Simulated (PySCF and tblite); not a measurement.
Values are calculated unless marked as measured or tabulated.
System: C4H7NSe, numbered as in [CH2:1]=[CH:2][N:3]([CH3:4])[CH:5]=[Se:6].

The path came from a restrained scan, a climbing-image band and a saddle search at GFN2-xTB; energies are PBE0/pcSseg-1 + D3(BJ)//GFN2-xTB, thermal terms GFN2-xTB. Rate constants are transition-state-theory values, counting equivalent paths, without tunnelling. Programs: tblite and PySCF.

Spin–orbit effects of heavy atoms on shieldings are missing.

What barrier does the rotation about the C2–N3 bond (torsion C1–C2–N3–C4 from 0° to 165°, rising) meet, and how fast is it at 298 K?

The electronic barrier is 7.5 kcal/mol and ΔG‡(298 K) 6.7 kcal/mol, over a C1 saddle with an imaginary mode of 136i cm⁻¹ (GFN2-xTB). With 2 equivalent paths, k is 1.7×10⁸ s⁻¹, a mean lifetime of the start of 6 ns against this motion. The end lies 2.7 kcal/mol above the start in free energy.
